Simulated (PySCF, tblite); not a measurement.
C6H9OPS2.
Atom-mapped SMILES: `[CH3:1][O:2][CH2:3][P@@H:4](=[S:5])[c:6]1[cH:7][cH:8][s:9][cH:10]1` (hydrogens: H11, H12, H13 on C1; H14, H15 on C3; H16 on P4; H17 on C7; H18 on C8; H19 on C10)

Structure optimised with GFN2-xTB, isolated species.

(1) Give the optimised bond lengths and angles.

## Answers

(1) 
```
                  bond  length (Å)
                 C1–O2       1.408
                 O2–C3       1.400
                 C3–P4       1.848
                 P4=S5       1.929
                 P4–C6       1.801
                 C6–C7       1.421
                 C7–C8       1.353
                 C8–S9       1.724
                S9–C10       1.709
                C6–C10       1.365
C1–H11, C1–H12, C1–H13       1.094
                C3–H14       1.104
                C3–H15       1.104
                P4–H16       1.400
                C7–H17       1.075
                C8–H18       1.072
               C10–H19       1.073
```

Bonds in one row agree within 0.01 Å and their mean is given. A selection of angles:
```
    angle  degrees
 C1–O2–C3    113.1
 O2–C3–P4    107.3
 C3–P4–S5    114.0
 C3–P4–C6    104.9
 S5–P4–C6    116.8
 P4–C6–C7    125.6
P4–C6–C10    121.7
C7–C6–C10    112.7
 C6–C7–C8    111.9
 C7–C8–S9    112.3
C8–S9–C10     91.2
C6–C10–S9    111.8
```

Torsions: C1–O2–C3–P4 179° (antiperiplanar); O2–C3–P4–S5 169° (antiperiplanar); C3–P4–C6–C7 58° (synclinal).

The 2 C–P bonds span 1.801 Å (P4–C6, drawn single) to 1.848 Å (C3–P4, drawn single), a spread of 0.047 Å. The C–C distances run from 1.353 Å (C7–C8, aromatic) to 1.421 Å (C6–C7, aromatic), a spread of 0.068 Å. S9 (thiophene-type sulfur) is bent (angle 91.2°). The 5-membered ring C6–C7–C8–S9–C10 has internal angles of 91.2° to 112.7°; it is planar, 0.00 Å rms from its mean plane, widest ring torsion 0°. P4 (phosphorus bonded to 2 C, S and H) is distorted tetrahedral (angles from 99.0° to 118.0°). Of the pairs four or more bonds apart, O2···H17 is among the closest relative to their van der Waals radii: 2.60 Å, 95 % of the sum of Bondi's values.

Point group: C1 (no symmetry element, even within 0.4 Å). Its GFN2-xTB frequencies are all real (lowest 27 cm⁻¹). One conformer, not necessarily the lowest. 3 starts were optimised and ended at 0.00, 0.38 and 0.44 kcal/mol (GFN2-xTB); the lowest of these is shown.

The numbers are calculated, not measured.
